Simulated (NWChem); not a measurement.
## Correlation energy of Bi

```xyz
1

Bi     0.0000     0.0000     0.0000
```
Charge 0, spin multiplicity 4.

Everything below was run with NWChem.

Basis set: def2-QZVP. Each correlation energy counts from its own Hartree-Fock reference.

Effective core potentials replace the inner electrons of Bi; spin-orbit coupling is left out. The correlated methods keep 4 core orbitals frozen. The stability of the SCF solutions was not checked. Open-shell Hartree-Fock references start from PBE0 orbitals. Coupled-cluster values serve here as a point of comparison, not as the truth.

Question: For the correlation energy, UMP2 gives -486.8 mHa and SCS-UMP2 gives -424.4 mHa. What do CCSD on ROHF, CCSD[T] on ROHF, CCSD(T) on ROHF give?

Answer: CCSD on ROHF: -447.6 mHa; CCSD[T] on ROHF: -458.6 mHa; CCSD(T) on ROHF: -458.5 mHa.
